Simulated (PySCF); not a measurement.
Identify the unknown among the candidates.

* Polarisability: 74.5 au [CAM-B3LYP/def2-SVPD]
* UV, first state: lowest singlet excitation: 5.60 eV (221 nm, f = 0.000) [TDDFT CAM-B3LYP/def2-SVPD]
* Dipole: 4.90 D [CAM-B3LYP/def2-SVPD]
* Triplet: lowest triplet excitation (Tamm–Dancoff): 5.10 eV [TDA CAM-B3LYP/def2-SVPD]
* Rotational structure: rotational constants A, B, C: 2.944, 2.138, 1.338 GHz [GFN2-xTB]
* UV, strongest line: among the 8 lowest singlet transitions: S2 at 7.61 eV (163 nm, f = 0.068) [TDDFT CAM-B3LYP/def2-SVPD]

Gas-phase values; electronic properties from PySCF, density fitting. Levels stand in brackets. One conformer (not necessarily the lowest) at the GFN2-xTB geometry, without solvent, vibrations or thermal averaging.

Task: Which candidate is it?
A. `C[C@@H]1CCCOC1=O` (alpha-methyl-delta-valerolactone)
B. `CO[C@@H]1CCC=CO1` (3,4-dihydro-2-methoxy-2H-pyran)
C. `CC(=O)C(C)C(C)=O` (methylacetylacetone)

Result: A. It is `C[C@@H]1CCCOC1=O`. Numbering: `[CH3:1][C@@H:2]1[CH2:3][CH2:4][CH2:5][O:6][C:7]1=[O:8]`. Its formula, C6H10O2, gives 2 degrees of unsaturation: 1 ring and 1 π bond in the structure found. The optimised geometry has point group C1 and is an asymmetric top.

The others, at the same levels:
- `CC(=O)C(C)C(C)=O` fails: its computed lowest singlet excitation is 4.22 eV (293 nm, f = 0.006) (against 5.60 eV), lowest triplet excitation (Tamm–Dancoff) is 3.65 eV (against 5.10 eV) and strongest line among the 8 lowest singlet transitions is S5 at 7.16 eV (173 nm, f = 0.109) (against S2 at 7.61 eV).
- `CO[C@@H]1CCC=CO1` fails: its computed lowest singlet excitation is 6.19 eV (200 nm, f = 0.029) (against 5.60 eV), lowest triplet excitation (Tamm–Dancoff) is 4.32 eV (against 5.10 eV) and strongest line among the 8 lowest singlet transitions is S2 at 6.63 eV (187 nm, f = 0.136) (against S2 at 7.61 eV).

Each candidate is one conformer, not necessarily the lowest. The conformers computed, where there is a choice (atom-mapped SMILES and torsion angles):
- `[CH3:1][C:2](=[O:3])[CH:4]([CH3:5])[C:6]([CH3:7])=[O:8]`: C1–C2–C4–C5 -35°, C2–C4–C6–C7 90°

The conformers of `C[C@@H]1CCCOC1=O` and `CO[C@@H]1CCC=CO1` aren't listed.
